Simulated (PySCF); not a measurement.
Gas-phase reaction: 2 GeF₄ + GeH₃F ⇌ 3 GeHF₃, at 2000 K and a standard pressure of 1 bar. Level: HF/6-31G*.

Method: PySCF energies plus ideal-gas RRHO corrections (1 bar). 6-31G* has spherical d functions here. All species are closed-shell singlets. Ge: all electrons, no relativistic terms. GeHF₃: computed as isolated molecules; such fragments, hydroxides, amides, oligomers or adducts are transient or little studied in the gas. The harmonic model lacks anharmonicity and excited electronic states, which grow with temperature; levels with a mode under 35 cm⁻¹ are left out.

```tsv
species	E (Ha)	H(2000 K) − E (kJ/mol)	S°(2000 K) (J/mol/K)
GeF₄	-2472.43629	218.4	485.9
GeH₃F	-2175.74389	229.9	400.3
GeHF₃	-2373.54505	222.5	465.4
```
E: electronic energy; H − E holds the zero-point and thermal terms. 1 Ha = 2625.5 kJ/mol.

Task: Work out ΔH°, ΔS°, ΔG° and log10 K from these numbers.

Result: 1. ΔE = 3×(-2373.54505) − 2×(-2472.43629) − 1×(-2175.74389) = -0.01868 Ha = -49.0 kJ.
2. Δ(H − E) = 3×(222.5) − 2×(218.4) − 1×(229.9) = 0.8 kJ, so ΔH° = -48.2 kJ.
3. ΔS° = 3×(465.4) − 2×(485.9) − 1×(400.3) = 24.1 J/K; the number of gas molecules stays the same.
4. ΔG° = ΔH° − TΔS° = -48.2 − 2000×(24.1)/1000 = -96.4 kJ.
5. log10 K = −ΔG°/(RT ln 10) = 2.52, with RT ln 10 = 38.29 kJ/mol; at standard pressures the products are favoured.
6. A shift of 10 kJ in ΔE would move log10 K by 0.26 here.
For scale, ΔH°(298 K) is -47 kJ at this level, -51 kJ at ωB97M-V/def2-TZVP†, and runs from -142 to -42 kJ over the 20 levels computed († marks an energy on the PBE0/def2-TZVP geometry).
